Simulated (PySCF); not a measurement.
Vertical excitations of a molecule C5H6O2 from PySCF with TDDFT-CAM-B3LYP/def2-SVPD, as energy in eV (oscillator strength): 5.21 (0.000), 6.06 (0.166), 6.13 (0.001), 6.69 (0.054), 6.73 (0.015), 7.07 (0.000), 7.09 (0.007), 7.33 (0.005), 7.68 (0.171), 7.89 (0.000). Lowest triplet (TDA): 3.96 eV. Geometry: TPSSh-D3(BJ)/def2-SVP. One conformer was computed; it need not be the lowest.

Identify the compound among the candidates.
A) CC1=C[C@@H](C=O)O1
B) C=C1COC=CO1
C) Cc1coc(O)c1
D) C=C1C[C@H](C=O)O1

C, Cc1coc(O)c1
